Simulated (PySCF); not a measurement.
## Spin-orbit coupling and the first ionisation energy along the lanthanides

Two-component X2C-1e calculated with PySCF 2.14: MP2 on generalised Hartree-Fock spinors (GMP2), with spin-orbit coupling off and on (screened by Boettger's factors); no Breit or QED terms. Values in eV; the references (NIST) lie between the lowest levels. Elements whose determinants are no pure J levels are left out.

| element | configurations | spin-free | with spin-orbit | shift | reference |
| --- | --- | --- | --- | --- | --- |
| Eu (x2c-QZVPPall-2c, [Ar] 3d10 frozen) | [Xe] 4f7 6s2 → [Xe] 4f7 6s1 | 5.618 | 5.620 | 0.002 | 5.670 |
| Tb (x2c-QZVPPall-2c, [Ar] 3d10 frozen) | [Xe] 4f9 6s2 → [Xe] 4f9 6s1 | 5.833 | 5.834 | 0.002 | 5.864 |
| Dy (x2c-QZVPPall-2c, [Ar] 3d10 frozen) | [Xe] 4f10 6s2 → [Xe] 4f10 6s1 | 5.919 | 5.922 | 0.003 | 5.939 |
| Ho (x2c-QZVPPall-2c, [Ar] 3d10 frozen) | [Xe] 4f11 6s2 → [Xe] 4f11 6s1 | 6.011 | 6.014 | 0.003 | 6.021 |
| Er (x2c-QZVPPall-2c, [Ar] 3d10 frozen) | [Xe] 4f12 6s2 → [Xe] 4f12 6s1 | 6.106 | 6.110 | 0.004 | 6.108 |
| Tm (x2c-QZVPPall-2c, [Ar] 3d10 frozen) | [Xe] 4f13 6s2 → [Xe] 4f13 6s1 | 6.193 | 6.198 | 0.005 | 6.184 |
| Yb (x2c-QZVPPall-2c, [Ar] 3d10 frozen) | [Xe] 4f14 6s2 → [Xe] 4f14 6s1 | 6.274 | 6.280 | 0.006 | 6.254 |
| Lu (x2c-QZVPPall-2c, [Ar] 3d10 frozen) | [Xe] 4f14 5d1 6s2 → [Xe] 4f14 6s2 | 5.197 | 5.385 | 0.189 | 5.426 |

The largest shift is at Lu, 0.189 eV, where spin-orbit coupling lowers the species with more electrons by more than the one with fewer (starting occupations 5d3/2^1 and closed).

What remains against the references is mostly the basis and correlation beyond MP2.
